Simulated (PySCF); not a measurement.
SMILES c1(cccc(B)c1)C (C₇H₉B) (GFN2-xTB optimised geometry):

```
17

B     -1.837    -1.833    -0.002
C     -1.032    -0.516     0.000
C     -1.668     0.733     0.001
C     -0.942     1.909     0.002
C      0.441     1.871     0.001
C      1.115     0.652     0.000
C      2.614     0.624    -0.004
C      0.371    -0.516     0.000
H     -1.281    -2.862     0.003
H     -3.006    -1.806    -0.009
H     -2.747     0.772     0.001
H     -1.452     2.862     0.003
H      1.008     2.791     0.001
H      2.999     1.102    -0.904
H      3.006     1.169     0.854
H      2.985    -0.397     0.033
H      0.888    -1.466     0.000
```

Calculation: CAM-B3LYP/def2-SVP in PySCF.

Problem. What are the frontier orbital energies and the dipole moment?

Solution. HOMO-2 -10.41 eV, HOMO-1 -8.72 eV, HOMO -8.33 eV, LUMO -0.77 eV, LUMO+1 1.16 eV; dipole moment 1.84 D.

Meta-Löwdin charges at CAM-B3LYP/def2-SVP: B1 0.00, C2 -0.09, C3 -0.07, C4 -0.11, C5 -0.09, C6 0.02, C7 -0.29, C8 -0.08, H9 -0.01, H10 -0.01, H11 0.10, H12 0.10, H13 0.10, H14 0.11, H15 0.11, H16 0.10, H17 0.10.
